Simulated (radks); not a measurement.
Valence configurations of Mo+ (all share [Kr]). All-electron calculation, scalar-relativistic Kohn-Sham, r2SCAN, spin-polarised, spherical densities, finite nucleus; open shells are filled with parallel spins first (spin-orbit coupling, left out, can overturn this in heavy ions); meta-GGA in the generalised Kohn-Sham scheme; Fermi nuclear charge, rms radius 4.4091 fm. Program: a radial shooting solver on a logarithmic mesh with Libxc functionals. Energies are relative to 4d5; eigenvalues in eV for spin up.

valence	E (eV)	moment (Bohr magnetons)	e(4d)	e(5p)	e(5s)
4d5	0.000	5	-11.589	-	-
4d4 5s1	1.826	5	-14.115	-	-11.949
4d4 5p1	6.610	5	-15.152	-7.709	-
4d4.5 5s0.5	0.830	5	-12.852	-	-11.018
4d3 5s2	7.068	3	-16.636	-	-12.736
4d3.5 5s1.5	4.573	4	-15.415	-	-12.418
4d4.5 5p0.5	3.096	5	-13.385	-6.783	-
4d3 5s1 5p1	9.787	5	-17.660	-8.795	-14.032
4d3 5p2	14.954	5	-18.624	-9.343	-

NIST lists [Kr] 4d5 as the ground configuration; this level of theory agrees among the configurations tried. The energies are those of spherical high-spin densities, not of single terms.
